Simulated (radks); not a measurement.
Spherical jellium clusters: N electrons in a uniform positive sphere of charge N and radius rs N^(1/3), rs = 3.65 bohr. Calculated with a radial shooting solver with Libxc functionals: non-relativistic Kohn-Sham, exchange-only LDA, spin-polarised, spherical densities. Levels are named by radial order and angular momentum (1s, 1p, 1d, 2s, ...), and open shells are averaged over m.

N = 12, configuration 1s2 1p6 1d(up 4, down 0). This is the lowest configuration that the search found. Occupied and some empty levels:

level    occupation  eigenvalue (eV)  <r> (bohr)
1s up             1          -4.8536       5.600
1s down           1          -4.3764       4.894
1p up             3          -3.7300       6.626
1p down           3          -2.9172       6.294
1d up             4          -2.3129       7.556
2s up             0          -1.6617       7.266
1d down           0          -1.3601       7.560
2s down           0          -1.2078       7.436
1f up             0         -0.76276       8.769
2p up             0         -0.48705       10.83
2p down           0        -0.067622       13.63

Energy (eV): total -10.9514, kinetic 24.438, external -546.27, Hartree 266.05, exchange-correlation -36.520, background 281.35.
